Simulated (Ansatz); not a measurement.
Cost and result for the atomization energy of CH$_{4}$FGaO$_{2}$ (`C[O][Ga]([OH])[F]`) (9 atoms, 8 bonds).

Z-matrix (Å, degrees):
```
C
O 1 1.414
H 1 1.094 2 109.4
H 1 1.095 2 113.1 3 -120.8
H 1 1.094 2 109.3 3 118.4
Ga 2 1.762 1 122.9 3 119.4
F 6 1.743 2 118.5 1 0.3
O 6 1.763 2 123.5 1 -179.7
H 8 0.960 6 112.8 2 -0.0
```

The species carries charge 0 and has multiplicity 1. Correlated methods include outer-core shells of Ga, which these sets cover unevenly. Scalar relativity is left out up to krypton. Geometry: relaxed with PBE0-D4/def2-TZVP. It is one conformer, not always the lowest. Program: Ansatz. All runs use 4 threads of an Intel Xeon Platinum 8488C on a shared host. Times are those of one run each, without the atoms' runs, and a repeat can differ threefold. Electronic energies, without spin–orbit coupling; frozen cores. CCSD(T)/CBS adds CCSD(T) − MP2 in def2-TZVPP to the MP2 limit, and its time is that of the two runs behind it. T1 = 0.014. With those shells the extrapolation isn't a true limit. HSE06 is the plane-wave form, built on full-range PBE exchange.

CCSD(T)/CBS is a level of theory with its own doubt, some kJ/mol a heavy atom from the limit and from the frozen cores, so smaller differences don't rank the functionals.

```
                           level  functions  wall time
            revPBE-D4/def2-TZVPP        228      1.2 s
              BLYP-D4/def2-TZVPP        228      1.2 s
             HSE06-D4/def2-TZVPP        228      2.1 s
         CAM-B3LYP-D4/def2-TZVPP        228      2.2 s
           r2SCANh-D4/def2-TZVPP        228      2.6 s
               B2PLYP/def2-TZVPP        228      3.3 s
             PBE-QIDH/def2-TZVPP        228      3.4 s
               B97M-V/def2-TZVPP        228      4.3 s
                CCSD(T)/def2-SVP        108      5.5 s
ωB97M-V/def2-TZVPP (with forces)        228        6 s
                  MP2/def2-QZVPP        437       14 s
              CCSD(T)/def2-TZVPP        228       96 s
               CCSD(T)/CBS(def2)          –      110 s
```

Task: What atomization energy does each give, and how far from CCSD(T)/CBS? (Best estimate.)

Result: Ansatz gave: 
```json
{"level": "revPBE-D4/def2-TZVPP", "atomization (kJ/mol)": "3262.2", "difference from CCSD(T)/CBS": "-65.5", "per bond": "-8.2"}
{"level": "BLYP-D4/def2-TZVPP", "atomization (kJ/mol)": "3293.0", "difference from CCSD(T)/CBS": "-34.7", "per bond": "-4.3"}
{"level": "HSE06-D4/def2-TZVPP", "atomization (kJ/mol)": "3276.4", "difference from CCSD(T)/CBS": "-51.3", "per bond": "-6.4"}
{"level": "CAM-B3LYP-D4/def2-TZVPP", "atomization (kJ/mol)": "3312.1", "difference from CCSD(T)/CBS": "-15.6", "per bond": "-2.0"}
{"level": "r2SCANh-D4/def2-TZVPP", "atomization (kJ/mol)": "3280.1", "difference from CCSD(T)/CBS": "-47.6", "per bond": "-6.0"}
{"level": "B2PLYP/def2-TZVPP", "atomization (kJ/mol)": "3273.5", "difference from CCSD(T)/CBS": "-54.2", "per bond": "-6.8"}
{"level": "PBE-QIDH/def2-TZVPP", "atomization (kJ/mol)": "3277.1", "difference from CCSD(T)/CBS": "-50.6", "per bond": "-6.3"}
{"level": "B97M-V/def2-TZVPP", "atomization (kJ/mol)": "3291.5", "difference from CCSD(T)/CBS": "-36.2", "per bond": "-4.5"}
{"level": "CCSD(T)/def2-SVP", "atomization (kJ/mol)": "3126.0", "difference from CCSD(T)/CBS": "-201.7", "per bond": "-25.2"}
{"level": "ωB97M-V/def2-TZVPP (with forces)", "atomization (kJ/mol)": "3298.2", "difference from CCSD(T)/CBS": "-29.5", "per bond": "-3.7"}
{"level": "MP2/def2-QZVPP", "atomization (kJ/mol)": "3406.1", "difference from CCSD(T)/CBS": "78.4", "per bond": "9.8"}
{"level": "CCSD(T)/def2-TZVPP", "atomization (kJ/mol)": "3246.3", "difference from CCSD(T)/CBS": "-81.4", "per bond": "-10.2"}
{"level": "CCSD(T)/CBS(def2)", "atomization (kJ/mol)": "3327.7", "difference from CCSD(T)/CBS": "0.0", "per bond": "0.0"}
```

At CCSD(T), def2-SVP lies −201.6 kJ/mol from the extrapolated value and def2-TZVPP −81.4 kJ/mol: correlation converges slowly with the basis, and small sets miss more of it in the bonded molecule than in its fragments. In def2-TZVPP, CCSD(T) changes the Hartree–Fock value by +949.6 kJ/mol (the triples alone add +58.9 kJ/mol) and MP2 by +1059.9 kJ/mol; breaking electron pairs costs correlation energy, which Hartree–Fock lacks. From r2SCAN to r2SCAN0 (25 % exact exchange), in def2-TZVPP and without D4, the atomization energy moves by −89.6 kJ/mol: exact exchange takes away binding that semilocal exchange gives to molecules.
